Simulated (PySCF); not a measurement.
**Spin-rotation constants: SMILES C1C(C)(C(=O)O)C1, C5H8O2**

Molfile (atoms numbered from 1):
```
C5H8O2
     RDKit          3D

 15 15  0  0  0  0  0  0  0  0999 V2000
   -0.7687   -1.2154    0.5671 C   0  0  0  0  0  0  0  0  0  0  0  0
   -0.0709    0.0041    0.0156 C   0  0  0  0  0  0  0  0  0  0  0  0
    1.3666   -0.1469   -0.3208 C   0  0  0  0  0  0  0  0  0  0  0  0
    2.0651    0.7232   -0.7782 O   0  0  0  0  0  0  0  0  0  0  0  0
    1.8424   -1.3766   -0.0656 O   0  0  0  0  0  0  0  0  0  0  0  0
   -0.8346    0.9641   -0.8712 C   0  0  0  0  0  0  0  0  0  0  0  0
   -0.4727    1.3772    0.5104 C   0  0  0  0  0  0  0  0  0  0  0  0
   -0.7153   -2.0379   -0.1432 H   0  0  0  0  0  0  0  0  0  0  0  0
   -0.2985   -1.5370    1.4942 H   0  0  0  0  0  0  0  0  0  0  0  0
   -1.8137   -0.9899    0.7647 H   0  0  0  0  0  0  0  0  0  0  0  0
    2.7814   -1.4171   -0.3055 H   0  0  0  0  0  0  0  0  0  0  0  0
   -1.8617    0.7190   -1.0930 H   0  0  0  0  0  0  0  0  0  0  0  0
   -0.2918    1.4131   -1.6888 H   0  0  0  0  0  0  0  0  0  0  0  0
    0.3130    2.1072    0.6294 H   0  0  0  0  0  0  0  0  0  0  0  0
   -1.2449    1.4208    1.2629 H   0  0  0  0  0  0  0  0  0  0  0  0
  1  2  1  0
  2  3  1  0
  3  4  2  0
  3  5  1  0
  2  6  1  0
  6  7  1  0
  7  2  1  0
  1  8  1  0
  1  9  1  0
  1 10  1  0
  5 11  1  0
  6 12  1  0
  6 13  1  0
  7 14  1  0
  7 15  1  0
M  END
```

Level of theory: PySCF, GIAO B3LYP/pcSseg-1 magnetisability, rotational g tensor and spin-rotation constants, non-relativistic, gas phase. Geometry: GFN2-xTB.

Task: Give the nuclear spin-rotation constants along the inertial axes (H = +C I·J) beside the isotropic shieldings.

Result: Rotational constants 3.9665, 2.6280, 1.8224 GHz. A star marks the isotopologue with that one atom substituted, in its own axes.
```tsv
atom	isotope	Caa (kHz)	Cbb (kHz)	Ccc (kHz)	mean (kHz)	σ (ppm)
H8	1H	-0.332	-0.216	-0.034	-0.194	29.8
H9	1H	-0.340	-0.215	-0.032	-0.195	29.8
H10	1H	0.071	-0.301	-0.221	-0.150	31.5
H11	1H	0.226	-0.213	-0.260	-0.082	25.8
H12	1H	-0.162	-0.255	-0.139	-0.185	31.2
H13	1H	-0.358	-0.092	-0.138	-0.196	30.6
H14	1H	-0.361	-0.096	-0.135	-0.197	30.6
H15	1H	-0.161	-0.253	-0.141	-0.185	31.2
C1	13C*	0.601	0.359	0.320	0.426	159.8
C2	13C*	0.566	0.409	0.293	0.423	161.4
C3	13C*	2.030	1.097	0.485	1.204	-1.2
O4	17O*	-1.972	-1.454	-0.154	-1.193	-66.2
O5	17O*	-0.935	-0.664	-0.352	-0.651	117.4
C6	13C*	0.510	0.306	0.395	0.403	160.3
```
For the geometry as given, no vibrational averaging.

Task: How do the rotational constants and the g tensor change when H8, H9, H10, H11, H12, H13, H14, H15 are replaced by deuterium?

Result: Constants 3.2903, 2.2597, 1.5843 GHz; g -0.0182, 0.0002, -0.0034, against -0.0216, 0.0002, -0.0038 before.
